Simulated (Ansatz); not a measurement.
`CN(C)c1ccc(/C=C/c2ccc(/C=C/c3ccc(/C=C/C#N)s3)s2)s1`. Charge 0, multiplicity 1. Geometry PBE-D4/def2-SVP.

```tsv
atom	x (Å)	y (Å)	z (Å)
C1	-6.484	5.452	3.076
N2	-5.469	4.417	3.069
C3	-4.652	4.218	4.251
C4	-5.031	3.950	1.857
C5	-5.556	4.204	0.582
C6	-4.861	3.514	-0.437
C7	-3.787	2.738	0.010
C8	-2.889	1.948	-0.770
C9	-1.829	1.203	-0.307
C10	-0.938	0.430	-1.123
C11	-0.915	0.225	-2.514
C12	0.136	-0.607	-2.941
C13	0.960	-1.071	-1.901
C14	2.103	-1.922	-2.017
C15	2.902	-2.358	-0.986
C16	4.047	-3.213	-1.122
C17	4.620	-3.800	-2.268
C18	5.752	-4.584	-1.993
C19	6.093	-4.631	-0.631
C20	7.164	-5.312	0.039
C21	8.118	-6.097	-0.559
C22	9.150	-6.741	0.172
N23	10.013	-7.282	0.763
S24	4.960	-3.669	0.296
S25	0.384	-0.441	-0.367
S26	-3.640	2.877	1.766
H27	-6.834	5.614	4.113
H28	-6.111	6.423	2.673
H29	-7.358	5.143	2.467
H30	-5.247	4.447	5.155
H31	-4.330	3.157	4.318
H32	-3.735	4.855	4.259
H33	-6.411	4.866	0.398
H34	-5.123	3.577	-1.503
H35	-3.097	1.966	-1.854
H36	-1.631	1.194	0.779
H37	-1.652	0.674	-3.193
H38	0.317	-0.881	-3.990
H39	2.337	-2.236	-3.049
H40	2.654	-2.031	0.039
H41	4.212	-3.652	-3.277
H42	6.325	-5.116	-2.766
H43	7.218	-5.190	1.134
H44	8.118	-6.258	-1.650
```

Single mean-field runs in def2-SVP, def2-TZVP are fitted with def2-universal-jkfit. The restricted singlet is unstable towards broken spin symmetry in Hartree–Fock (as tested in another run); at HF/STO-3G this wasn't settled.

Q: Estimate the orbital energies around the gap (eV) in Ansatz with HF/STO-3G, PBE-D4/def2-SVP, r2SCAN-D4/def2-TZVP, PBE0-D4/def2-SVP, CAM-B3LYP-D4/def2-TZVP.

A: 
```tsv
orbital	HF/STO-3G	PBE-D4/def2-SVP	r2SCAN-D4/def2-TZVP	PBE0-D4/def2-SVP	CAM-B3LYP-D4/def2-TZVP
HOMO−9	-10.18	-7.78	-8.20	-9.20	-10.61
HOMO−8	-10.09	-7.49	-7.86	-9.00	-10.53
HOMO−7	-9.24	-7.26	-7.59	-8.54	-9.90
HOMO−6	-8.28	-6.61	-6.94	-7.81	-9.12
HOMO−5	-7.68	-6.44	-6.76	-7.63	-8.92
HOMO−4	-7.49	-6.39	-6.72	-7.51	-8.72
HOMO−3	-7.41	-6.27	-6.59	-7.42	-8.68
HOMO−2	-6.64	-5.83	-6.10	-6.88	-8.06
HOMO−1	-5.22	-5.03	-5.25	-5.91	-6.97
HOMO	-3.90	-4.28	-4.45	-4.98	-5.92
LUMO	3.45	-3.02	-3.11	-2.58	-1.79
LUMO+1	4.83	-2.32	-2.38	-1.70	-0.85
LUMO+2	6.31	-1.60	-1.65	-0.83	0.07
LUMO+3	8.05	-0.62	-0.68	0.30	1.11
LUMO+4	9.23	-0.59	-0.65	0.40	1.16
LUMO+5	9.73	-0.47	-0.61	0.48	1.32
```
